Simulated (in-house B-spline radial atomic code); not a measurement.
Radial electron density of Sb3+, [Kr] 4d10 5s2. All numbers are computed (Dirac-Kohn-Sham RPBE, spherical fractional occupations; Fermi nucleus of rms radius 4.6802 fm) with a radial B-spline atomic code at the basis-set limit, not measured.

Columns: r (bohr), 4πr²n(r) (electrons per bohr), bar.

```
 0.00111    2.042 #
 0.00137    2.939 ##
 0.00169      4.2 ##
 0.00208    5.935 ###
 0.00256    8.308 ####
 0.00316    11.55 ######
 0.00389    15.77 ########
 0.00479    21.17 ###########
  0.0059    27.84 ##############
 0.00727    35.69 ###################
 0.00896    44.33 #######################
   0.011    52.83 ###########################
  0.0136    60.46 ###############################
  0.0167    65.38 ##################################
  0.0206    66.79 ###################################
  0.0254    64.53 ##################################
  0.0313    60.36 ###############################
  0.0386    57.75 ##############################
  0.0475    60.36 ###############################
  0.0585    69.09 ####################################
  0.0721    79.79 ##########################################
  0.0888    84.55 ############################################
   0.109    78.57 #########################################
   0.135    65.76 ##################################
   0.166    58.97 ###############################
   0.205    63.79 #################################
   0.252    70.05 ####################################
    0.31    62.84 #################################
   0.382    42.28 ######################
   0.471    25.07 #############
    0.58    21.87 ###########
   0.715    24.93 #############
   0.881    22.98 ############
    1.08    15.81 ########
    1.34    8.403 ####
    1.65    4.195 ##
    2.03    2.101 #
     2.5   0.9435 
    3.08    0.321 
    3.79  0.07256 
    4.67 0.008774 
    5.75 0.000528 
    7.09 1.155e-05
```

On this grid the curve has 4 maxima, near 0.0206, 0.0888, 0.252, 0.715 bohr.

The 4d5/2 radial function P(r) = rR(r), positive near the nucleus, with its small component Q(r) (sign convention: Q ≈ (P' + κP/r)/2c):

```json
{"r (bohr)": "0.011", "P": "0.001809", "Q": "-0.0001099"}
{"r (bohr)": "0.0167", "P": "0.005708", "Q": "-0.0003435"}
{"r (bohr)": "0.0254", "P": "0.01727", "Q": "-0.001024"}
{"r (bohr)": "0.0386", "P": "0.04864", "Q": "-0.002826"}
{"r (bohr)": "0.0585", "P": "0.123", "Q": "-0.00697"}
{"r (bohr)": "0.0888", "P": "0.2686", "Q": "-0.01485"}
{"r (bohr)": "0.135", "P": "0.4695", "Q": "-0.02554"}
{"r (bohr)": "0.205", "P": "0.5698", "Q": "-0.03219"}
{"r (bohr)": "0.31", "P": "0.2969", "Q": "-0.02523"}
{"r (bohr)": "0.471", "P": "-0.4053", "Q": "-0.005054"}
{"r (bohr)": "0.715", "P": "-1.012", "Q": "0.01161"}
{"r (bohr)": "1.08", "P": "-0.9686", "Q": "0.01267"}
{"r (bohr)": "1.65", "P": "-0.4924", "Q": "0.005809"}
{"r (bohr)": "2.5", "P": "-0.1306", "Q": "0.001366"}
{"r (bohr)": "3.79", "P": "-0.0139", "Q": "0.0001312"}
```
